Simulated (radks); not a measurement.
Results of a calculation; reference values are marked as such.
V2.25+, configuration [Ne] 3s2 3d(up 2, down 2) 3p(up 2.75, down 2) (fractional occupations, a model configuration). Level of theory: scalar-relativistic Kohn-Sham, SCAN, spin-polarised, spherical densities, finite nucleus; meta-GGA in the generalised Kohn-Sham scheme; Fermi nuclear charge, rms radius 3.6002 fm (a radial shooting solver on a logarithmic mesh with Libxc functionals).

Unscreened Slater integrals over Kohn-Sham orbitals (eV). They are taken over the spin-up orbitals.

integral    value
F0(3d,3d)  20.284
F2(3d,3d)  9.4482
F4(3d,3d)  5.8910
F0(3d,3p)  22.138
F2(3d,3p)  10.519
G1(3d,3p)  13.100
G3(3d,3p)  7.9234
F0(3d,3s)  22.720
G2(3d,3s)  9.9511
F0(3p,3p)  24.536
F2(3p,3p)  12.356
F0(3p,3s)  25.249
G1(3p,3s)  16.815
F0(3s,3s)  26.035

Derived for the open shells (J is the average intra-shell exchange parameter used in DFT+U). 3d: Racah B = F2/49 - 5 F4/441 = 0.1260 eV, C = 35 F4/441 = 0.4675 eV, C/B = 3.71, F4/F2 = 0.624, J = (F2 + F4)/14 = 1.096 eV. 3p: J = F2/5 = 2.471 eV.
